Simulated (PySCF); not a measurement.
## Computed vibrations of [Lu(H2O)]3+

[Lu(H2O)]3+ (singlet in the valence; each metal's 4f electrons, 14 of them, lie in its core potential, out of spins and levels). PySCF 2.14.0, RKS B3LYP, Lu lcecp-1-SVP with ECP60, O def2-SVP, H def2-SVP; non-relativistic Hamiltonian with scalar-relativistic core potentials where named; density fitting; no spin-orbit coupling. Central differences of gradients.

```xyz
4

Lu    0.0000    0.0000   -0.2045
O     0.0000    0.0000    1.9154
H     0.7854    0.0000    2.5487
H    -0.7854    0.0000    2.5487
```

Run from Python with OMP_NUM_THREADS=2. Where DIIS fails, smearing, a level shift and second-order steps follow.
It took 12 s on 2 threads of Arm Neoverse V2, on a shared host.

Question: What are the harmonic wavenumbers and infrared intensities?

Answer: Modes are labelled in C2v; negative numbers are unstable modes, those under 60 cm⁻¹ near the noise; a finer grid moves soft modes by up to 10 cm⁻¹.
```tsv
cm⁻¹	km/mol	symmetry
490	14.9	a1
695	98.7	b2
753	427.6	b1
1639	176.3	a1
3307	609.5	b2
3308	821.0	a1
```

Question: Is this a minimum?

Answer: Yes. Ideal gas at 298.15 K and 1 bar: S = 259.8 J/(mol K), Cp = 45.3 J/(mol K), H − H(0 K) = 11.1 kJ/mol (rigid rotor, harmonic modes, spin degeneracy alone, that of the 4f electrons in the core included).

An lcecp potential fixes the number of 4f electrons, so in runs with it no electron can move into or out of that shell.
